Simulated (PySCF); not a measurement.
A ladder of Hamiltonians for Tc³³⁺ (technetium, charge +33)

Occupied: 1s1/2, 2s1/2, 2p1/2, 2p3/2. Hartree-Fock calculated with PySCF 2.14 in an uncontracted even-tempered set (20 s from 4.2 bohr⁻², ratio 2.3; 14 p from 5.1 bohr⁻², ratio 2.3), Gaussian nucleus throughout. NR is non-relativistic, sf-X2C the spin-free one-electron X2C Hamiltonian, X2C adds the bare one-electron spin-orbit term, X2C-SNSO screens it by Boettger's factors, DC is four-component Dirac-Coulomb, and the Gaunt and Breit terms are added at first order (total energies over the DC spinors, levels after relaxing the spinors in that mean field). QED terms are absent. Levels marked empty are virtual spinors of this ion.

| Hamiltonian | E (hartree) |
| --- | --- |
| NR | -3336.4315 |
| sf-X2C | -3408.3996 |
| X2C | -3408.9205 |
| X2C-SNSO | -3408.8721 |
| DC | -3409.6963 |
| DC+Gaunt | -3407.2510 |
| DC+Breit | -3407.4633 |

```tsv
level (eV)	NR	sf-X2C	X2C	X2C-SNSO	DC	DC+Gaunt	DC+Breit
1s1/2	-22492.7	-23045.3	-23044.4	-23044.4	-23059.9	-23019.4	-23022.0
2s1/2	-4708.4	-4856.0	-4855.7	-4855.8	-4857.5	-4853.7	-4853.9
2p1/2	-4496.4	-4544.5	-4633.9	-4629.5	-4630.2	-4623.4	-4624.1
2p3/2	-4496.4	-4544.5	-4503.0	-4504.9	-4506.2	-4501.3	-4502.0
3s1/2 (empty)	-1857.0	-1900.4	-1900.4	-1900.4	-1900.8	-1899.8	-1899.9
3p1/2 (empty)	-1788.5	-1807.1	-1828.9	-1827.8	-1828.0	-1826.3	-1826.5
3p3/2 (empty)	-1788.5	-1807.1	-1796.9	-1797.4	-1797.6	-1796.5	-1796.7
```

Problem. How large are the two-electron picture-change error of X2C and the Breit correction in the total energy?

Solution. X2C-1e lies 0.7758 hartree above Dirac-Coulomb; Gaunt adds 2.4453 and the full Breit term 2.2330 hartree.

| interval (eV) | X2C | X2C-SNSO | DC | DC+Gaunt | DC+Breit |
| --- | --- | --- | --- | --- | --- |
| 2p3/2 − 2p1/2 | 130.9 | 124.6 | 124.0 | 122.1 | 122.1 |
| 3p3/2 − 3p1/2 | 31.95 | 30.42 | 30.34 | 29.82 | 29.82 |

Weight of the small component: 1s1/2 0.0247, 2s1/2 0.00530, 2p1/2 0.00525, 2p3/2 0.00508, 3s1/2 0.00195, 3p1/2 0.00192, 3p3/2 0.00189.

Koopmans' value for the highest occupied level at DC+Breit: 4502.0 eV, against an ionisation energy of 4505 ± 2.5 eV (semi-empirical (NIST evaluation); NIST Atomic Spectra Database, ionization energies); the former lacks relaxation, correlation, QED and recoil.

The whole ladder took 170 s of wall time on 1 thread of Neoverse-N1 (shared host), launched as `OMP_NUM_THREADS=1 python relrun2.py TASK.json OUT` (a driver that calls PySCF for each Hamiltonian).
